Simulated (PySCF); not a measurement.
F2Zn, charge -1, doublet (typed; the unrestricted solution is spin-contaminated), geometry from GFN2-xTB (such geometries of metal compounds can be far from the true shape) (a state made from the parent by changing its charge; the spin is typed, not shown lowest); PySCF with CAMB3LYP/STO-3G.

The PySCF input:
```python
from pyscf import gto, scf, dft

mol = gto.Mole()
mol.atom = '''
    Zn    0.155331    0.307633    0.313275
    F    -0.496055    0.686220   -1.581878
    F    -0.021715   -1.711663    0.537628
'''
mol.basis = 'sto-3g'
mol.charge = -1
mol.spin = 1
mol.verbose = 4
mol.build()

mf = dft.UKS(mol)
mf.xc = 'camb3lyp'
mf.kernel()
```

Q: Write the output that PySCF gives for this input, abridged.

A: 
```
PySCF version 2.14.0

[INPUT] verbose = 4
[INPUT] num. atoms = 3
[INPUT] num. electrons = 49
[INPUT] charge = -1
[INPUT] spin (= nelec alpha-beta = 2S) = 1
[INPUT] symmetry False subgroup None
[INPUT] Mole.unit = angstrom
[INPUT] Symbol           X                Y                Z      unit          X                Y                Z       unit  Magmom
[INPUT]  1 Zn     0.155331000000   0.307633000000   0.313275000000 AA    0.293533048655   0.581342116878   0.592003951673 Bohr   0.0
[INPUT]  2 F     -0.496055000000   0.686220000000  -1.581878000000 AA   -0.937408092721   1.296767861199  -2.989316182475 Bohr   0.0
[INPUT]  3 F     -0.021715000000  -1.711663000000   0.537628000000 AA   -0.041035402795  -3.234574287551   1.015969676898 Bohr   0.0

nuclear repulsion = 153.364778565267
number of shells = 14
number of NR pGTOs = 84
number of NR cGTOs = 28
basis = sto-3g
ecp = {}

******** <class 'pyscf.dft.uks.UKS'> ********
method = UKS
initial guess = minao
damping factor = 0
level_shift factor = 0
DIIS = <class 'pyscf.scf.diis.CDIIS'>
diis_start_cycle = 1
diis_space = 8
diis_damp = 0
SCF conv_tol = 1e-09
SCF conv_tol_grad = None
SCF max_cycles = 50
direct_scf = True
direct_scf_tol = 1e-13
number electrons alpha = 25  beta = 24
XC library pyscf.dft.libxc version 7.1.2
    S. Lehtola, C. Steigemann, M. J. T. Oliveira, and M. A. L. Marques,  SoftwareX 7, 1–5 (2018)
XC functionals = camb3lyp
    T. Yanai, D. P. Tew, and N. C. Handy,  Chem. Phys. Lett. 393, 51 (2004)
radial grids:
    Treutler-Ahlrichs [JCP 102, 346 (1995); DOI:10.1063/1.469408] (M4) radial grids

becke partition: Becke, JCP 88, 2547 (1988); DOI:10.1063/1.454033
pruning grids: <function nwchem_prune>
grids dens level: 3
symmetrized grids: False
atomic radii adjust function: <function treutler_atomic_radii_adjust>
small_rho_cutoff = 0
Set gradient conv threshold to 3.16228e-05
tot grids = 49168
init E= -1952.87024759776

cycle= 1 E= -1952.64105478502  delta_E= 0.229  |g|= 1.77  |ddm|= 3.01

cycle= 2 E= -1948.1267189785  delta_E= 4.51  |g|= 1.82  |ddm|= 3.64
cycle= 3 E= -1954.72118483141  delta_E= -6.59  |g|= 0.47  |ddm|= 3.74

cycle= 4 E= -1952.86425495689  delta_E= 1.86  |g|=  1.8  |ddm|= 2.62
cycle= 5 E= -1952.8126067357  delta_E= 0.0516  |g|= 1.81  |ddm|= 0.522
cycle= 6 E= -1952.8017351098  delta_E= 0.0109  |g|= 1.82  |ddm|= 0.0435
cycle= 7 E= -1953.01663452365  delta_E= -0.215  |g|= 1.72  |ddm|= 0.565
cycle= 8 E= -1953.02774985518  delta_E= -0.0111  |g|= 1.73  |ddm|= 0.411
cycle= 9 E= -1953.31665971203  delta_E= -0.289  |g|= 1.53  |ddm|= 0.611
cycle= 10 E= -1954.23521304134  delta_E= -0.919  |g|= 0.82  |ddm|= 0.913
cycle= 11 E= -1951.09088849198  delta_E= 3.14  |g|= 1.92  |ddm|= 2.84
cycle= 12 E= -1953.81032452023  delta_E= -2.72  |g|= 0.891  |ddm|=  1.9
cycle= 13 E= -1955.06314343338  delta_E= -1.25  |g|= 0.259  |ddm|= 1.54
cycle= 14 E= -1955.07306056641  delta_E= -0.00992  |g|= 0.234  |ddm|= 0.382
cycle= 15 E= -1955.11357962231  delta_E= -0.0405  |g|= 0.184  |ddm|= 0.316
cycle= 16 E= -1955.18090412041  delta_E= -0.0673  |g|= 0.138  |ddm|= 0.466
cycle= 17 E= -1955.24936091441  delta_E= -0.0685  |g|= 0.044  |ddm|= 0.732
cycle= 18 E= -1955.25553925171  delta_E= -0.00618  |g|= 0.0615  |ddm|= 0.308
cycle= 19 E= -1955.25566981779  delta_E= -0.000131  |g|= 0.0616  |ddm|= 0.0135
cycle= 20 E= -1955.25573633793  delta_E= -6.65e-05  |g|= 0.0615  |ddm|= 0.00907
cycle= 21 E= -1955.25621836301  delta_E= -0.000482  |g|= 0.0612  |ddm|= 0.0534
cycle= 22 E= -1955.25761202305  delta_E= -0.00139  |g|= 0.0618  |ddm|= 0.266
cycle= 23 E= -1955.25775106696  delta_E= -0.000139  |g|= 0.0625  |ddm|= 0.105
cycle= 24 E= -1955.25861683838  delta_E= -0.000866  |g|= 0.0468  |ddm|= 0.486
cycle= 25 E= -1955.25931781263  delta_E= -0.000701  |g|= 0.0119  |ddm|= 0.475
cycle= 26 E= -1955.26034382035  delta_E= -0.00103  |g|= 0.0102  |ddm|= 0.25
cycle= 27 E= -1955.26074034941  delta_E= -0.000397  |g|= 0.00511  |ddm|= 0.125
cycle= 28 E= -1955.26082490533  delta_E= -8.46e-05  |g|= 0.00336  |ddm|= 0.0494
cycle= 29 E= -1955.26085983357  delta_E= -3.49e-05  |g|= 0.00319  |ddm|= 0.022
cycle= 30 E= -1955.26087681675  delta_E= -1.7e-05  |g|= 0.00181  |ddm|= 0.0387
cycle= 31 E= -1955.26089517795  delta_E= -1.84e-05  |g|= 0.000874  |ddm|= 0.0154
cycle= 32 E= -1955.26090904547  delta_E= -1.39e-05  |g|= 0.000749  |ddm|= 0.0181
cycle= 33 E= -1955.26091448983  delta_E= -5.44e-06  |g|= 0.000721  |ddm|= 0.00632
cycle= 34 E= -1955.26092065277  delta_E= -6.16e-06  |g|= 0.000688  |ddm|= 0.00689
cycle= 35 E= -1955.26094329794  delta_E= -2.26e-05  |g|= 0.000644  |ddm|= 0.0273
cycle= 36 E= -1955.26098430436  delta_E= -4.1e-05  |g|= 0.000766  |ddm|= 0.0589
cycle= 37 E= -1955.26099892302  delta_E= -1.46e-05  |g|= 0.000479  |ddm|= 0.0251
cycle= 38 E= -1955.26102643677  delta_E= -2.75e-05  |g|= 0.00194  |ddm|= 0.0963
cycle= 39 E= -1955.26102235426  delta_E= 4.08e-06  |g|= 0.000487  |ddm|= 0.0448
cycle= 40 E= -1955.26103508568  delta_E= -1.27e-05  |g|= 0.000839  |ddm|= 0.0496
cycle= 41 E= -1955.26103889893  delta_E= -3.81e-06  |g|= 0.00108  |ddm|= 0.0315
cycle= 42 E= -1955.2610379319  delta_E= 9.67e-07  |g|= 0.000772  |ddm|= 0.0233
cycle= 43 E= -1955.26103935878  delta_E= -1.43e-06  |g|= 0.000761  |ddm|= 0.00714
cycle= 44 E= -1955.26104538742  delta_E= -6.03e-06  |g|= 0.000419  |ddm|= 0.0355
cycle= 45 E= -1955.26104572787  delta_E= -3.4e-07  |g|= 0.000259  |ddm|= 0.00473
cycle= 46 E= -1955.2610463959  delta_E= -6.68e-07  |g|= 0.00026  |ddm|= 0.00289
cycle= 47 E= -1955.26104684225  delta_E= -4.46e-07  |g|= 0.000259  |ddm|= 0.00223
cycle= 48 E= -1955.26104612065  delta_E= 7.22e-07  |g|= 0.000272  |ddm|= 0.00234
cycle= 49 E= -1955.26104420389  delta_E= 1.92e-06  |g|= 0.000262  |ddm|= 0.00549
cycle= 50 E= -1955.26103888387  delta_E= 5.32e-06  |g|= 0.000275  |ddm|= 0.016
SCF not converged.
SCF energy = -1955.26103888387 after 50 cycles  <S^2> = 1.6506477  2S+1 = 2.7572796
```

Convergence was not reached.
